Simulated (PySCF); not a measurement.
# Electron correlation in Ar²⁺ (argon, charge +2)

[Ne] 3s1 3p5, high-spin 3P determinant (an excited configuration). Computed with PySCF 2.14 in aug-cc-pCVTZ-DK with one added diffuse shell each of s, p, d, f type (9s8p6d4f, 91 functions), with the spin-free X2C one-electron Hamiltonian (Gaussian nucleus). Frozen: [Ne]; 6 electrons correlated.

```tsv
level	correlation energy (mhartree)
CCSD	-261.07
(T)	-18.71
CCSD(T)	-279.78
```

Diagnostics: T1 = 0.013, D1 = 0.0251, largest double amplitude 0.181.

A double-excitation amplitude exceeds 0.15, a sign of near-degeneracy.

Cost of the coupled-cluster step: about 21 core-seconds, for 6 correlated electrons.
